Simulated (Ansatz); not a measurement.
**Worked example: the barrier**

An elementary step of SiH3ClO2, closed shell (SiH₃ClO₂ ([OH][SiH]([OH])[Cl]) → SiHClO ([O][SiH][Cl]) + H₂O (still joined by a long Si–O bond); bonds formed: O2–H4; bonds broken: O3–H4; bonds weakened to dative contacts: Si1–O2). “Start” is the structure reached by relaxing down from the saddle towards the reactants; PBE0-D4/def2-TZVP structures. The saddle:

```
7
angstrom
Si -0.5711 0.2390 0.3761
O 1.1012 0.0787 -0.3898
O -1.0892 0.6068 -1.0397
H 0.4157 0.2929 -1.1992
H -0.4252 1.1879 1.4906
Cl -0.9126 -1.5982 1.2115
H 1.4814 -0.8072 -0.4496
```

Computed with Ansatz 0.2.0 (basis: def2-TZVPP and def2-QZVPP); correlated methods freeze the cores.

Energies in eV:

| quantity | saddle | start |
| --- | --- | --- |
| Hartree–Fock, triple zeta (X = 3) | -24491.99800 | -24494.88835 |
| Hartree–Fock, quadruple zeta (X = 4) | -24492.80446 | -24495.70036 |
| MP2 correlation, X = 3 | -22.06581 | -21.44318 |
| MP2 correlation, X = 4 | -23.96752 | -23.34406 |
| CCSD(T) correlation, X = 3 | -23.57446 | -23.01016 |

(1) Work out the barrier at the basis limit: extrapolate Hartree–Fock as E(X) = E∞ + A exp(−7.88 √X) and the MP2 correlation as E(X) = E∞ + B X^−2.97 (the exponents that Neese and Valeev fitted for def2-TZVPP and QZVPP), then add CCSD(T) − MP2 in triple zeta.

The T1 diagnostic stays at or below 0.015.

Results:

(1) Each step is linear, so take the differences first (saddle − start): Hartree–Fock 2.89035 (X = 3) and 2.89590 (X = 4); MP2 correlation -0.62263 and -0.62346; CCSD(T) correlation -0.56430.
Two points give E∞ = E(4) + w [E(4) − E(3)], with w = 1/(exp(7.88 (2 − √3)) − 1) = 0.1377 for Hartree–Fock and w = 1/((4/3)^2.97 − 1) = 0.7407 for the correlation.
Hartree–Fock: 2.89590 + 0.1377 × 0.00555 = 2.8967 eV.
MP2 correlation: -0.62346 + 0.7407 × (-0.00083) = -0.6241 eV.
CCSD(T) − MP2: -0.56430 − (-0.62263) = 0.0583 eV.
Sum: 2.8967 + (-0.6241) + 0.0583 = 2.3309 eV, or 53.75 kcal/mol. Plain CCSD(T) in triple zeta gives 2.3261 eV, so the larger basis shifts the result by 0.0048 eV.

Labels in which every atom is bracketed show which atoms are joined, not bond orders.

For scale, one of the runs: CCSD(T)/def2-TZVPP, 188 basis functions, launched by `ansatz run in.yaml --threads 2 --pin off --events-out ev --progress --plain --max-ram 4352MiB`. Time: 64 s of wall clock on 2 CPU threads of an Arm Neoverse V2; the host was shared. Peak host memory: 1.9 GiB.
